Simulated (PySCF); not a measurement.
# Radial density of Be (beryllium, neutral)

UHF, [He] 2s1 2p1, high-spin 3P determinant (an excited configuration). Computed with PySCF 2.14 in aug-cc-pVDZ-DK, with the spin-free X2C one-electron Hamiltonian (Gaussian nucleus).

| r (bohr) | 4πr²ρ (e/bohr) | 4πr²(ρα − ρβ) |
| --- | --- | --- |
| 0.00835 | 0.02888 | 0.0005 |
| 0.0141 | 0.07823 | 0.0013 |
| 0.0236 | 0.2035 | 0.0035 |
| 0.0398 | 0.5061 | 0.0086 |
| 0.0669 | 1.153 | 0.0196 |
| 0.112 | 2.284 | 0.0382 |
| 0.189 | 3.571 | 0.0567 |
| 0.318 | 3.819 | 0.0516 |
| 0.535 | 2.228 | 0.0362 |
| 0.900 | 0.6529 | 0.1820 |
| 1.51 | 0.6257 | 0.6059 |
| 2.55 | 0.6764 | 0.6763 |
| 4.28 | 0.2080 | 0.2080 |
| 7.21 | 0.01197 | 0.0120 |
| 12.1 | 3.517e-05 | 0.0000 |

Densities and radii are taken from the X2C orbitals without a picture-change correction, which distorts them close to the nucleus.
